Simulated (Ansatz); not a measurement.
Basis-set series for `C[O][Hf]([I])([O]C)[O]C`. Charge 0, multiplicity 1. Hf, I takes the def2 core potential. The structure was optimised at the PBE0-D4/def2-TZVP level. It is one conformer, not always the lowest.

| functional | basis | functions | energy (Eh) | HOMO (eV) | LUMO (eV) |
| --- | --- | --- | --- | --- | --- |
| PBE0-D4 | def2-SVP | 187 | -690.73297 | -7.07 | 0.00 |
| PBE0-D4 | def2-TZVPP | 418 | -691.15680 | -7.15 | -0.11 |
| ωB97M-V | def2-SVP | 187 | -690.86442 | -9.16 | 1.30 |
| ωB97M-V | def2-TZVPP | 418 | -691.30396 | -9.26 | 1.11 |

(1) Give the rows for def2-QZVPP. (Estimate.)

Answers

(1) Computed: 
| functional | basis | functions | energy (Eh) | HOMO (eV) | LUMO (eV) |
| --- | --- | --- | --- | --- | --- |
| PBE0-D4 | def2-QZVPP | 775 | -691.17764 | -7.17 | -0.28 |
| ωB97M-V | def2-QZVPP | 775 | -691.32390 | -9.28 | 0.65 |

Positive LUMOs are unbound and depend on the basis.
